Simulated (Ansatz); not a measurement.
Frontier orbitals of H8OSSi3, SMILES `O[SiH](S)[SiH2][SiH3]`.

Total charge 0; spin multiplicity 1. The geometry is a stationary point of PBE0-D4/def2-TZVP. It is one conformer, not always the lowest. Basis def2-TZVPP, the Gaussian-basis code of Ansatz.

Orbital energies of one run (eV). Highest occupied ones, from the top: -7.23, -7.62, -8.29, -8.40, -9.14, -9.49, -9.77, -9.86, -10.45, -11.58, -12.60, -13.54, -15.06, -15.92. Empty: -0.84, -0.64, -0.15, 0.06, 0.29, 0.37.

Question: Which functional gave them?
A. HSE06 (plane-wave form)
B. B97M-V
C. ωB97M-V
D. LDA (SPW92)

Answer: A. HOMO energies: HSE06 -7.23, B97M-V -6.83, LDA (SPW92) -6.55, ωB97M-V -9.77 eV.
